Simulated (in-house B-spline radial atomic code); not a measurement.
Successive ionisation energies of hafnium; each step leads to the configuration of the next row (after the last: [Kr] 4d10 4f5). NIST's values go from ground level to ground level; the uncertainty of those that are theory runs from under 0.1 % in few-electron ions to several per cent in heavy many-electron ones. Computed with a radial B-spline atomic code at the basis-set limit: non-relativistic Hartree-Fock, average of the configuration, point nuclei.

This level leaves out relativity, spin-orbit splitting included, which matters for heavy ions.

```json
{"ion": "Hf14+", "configuration": "[Kr] 4d10 4f11 5s1", "ionisation energy (eV)": "299.6", "tabulated value (eV)": "334", "tabulated kind": "tabulated theory", "computed minus tabulated (eV)": "-34.4", "highest orbital": "5s", "largest mean radius (bohr)": "1.0572"}
{"ion": "Hf15+", "configuration": "[Kr] 4d10 4f11", "ionisation energy (eV)": "344.4", "tabulated value (eV)": "359", "tabulated kind": "tabulated theory", "computed minus tabulated (eV)": "-14.6", "highest orbital": "4f", "largest mean radius (bohr)": "0.55316"}
{"ion": "Hf16+", "configuration": "[Kr] 4d10 4f10", "ionisation energy (eV)": "381.8", "tabulated value (eV)": "399", "tabulated kind": "tabulated theory", "computed minus tabulated (eV)": "-17.2", "highest orbital": "4f", "largest mean radius (bohr)": "0.54103"}
{"ion": "Hf17+", "configuration": "[Kr] 4d10 4f9", "ionisation energy (eV)": "420.5", "tabulated value (eV)": "440", "tabulated kind": "tabulated theory", "computed minus tabulated (eV)": "-19.5", "highest orbital": "4f", "largest mean radius (bohr)": "0.52971"}
{"ion": "Hf18+", "configuration": "[Kr] 4d10 4f8", "ionisation energy (eV)": "460.5", "tabulated value (eV)": "481", "tabulated kind": "tabulated theory", "computed minus tabulated (eV)": "-20.5", "highest orbital": "4f", "largest mean radius (bohr)": "0.5191"}
{"ion": "Hf19+", "configuration": "[Kr] 4d10 4f7", "ionisation energy (eV)": "501.7", "tabulated value (eV)": "520", "tabulated kind": "tabulated theory", "computed minus tabulated (eV)": "-18.3", "highest orbital": "4f", "largest mean radius (bohr)": "0.50913"}
{"ion": "Hf20+", "configuration": "[Kr] 4d10 4f6", "ionisation energy (eV)": "544.2", "tabulated value (eV)": "570", "tabulated kind": "tabulated theory", "computed minus tabulated (eV)": "-25.8", "highest orbital": "4f", "largest mean radius (bohr)": "0.49998"}
```
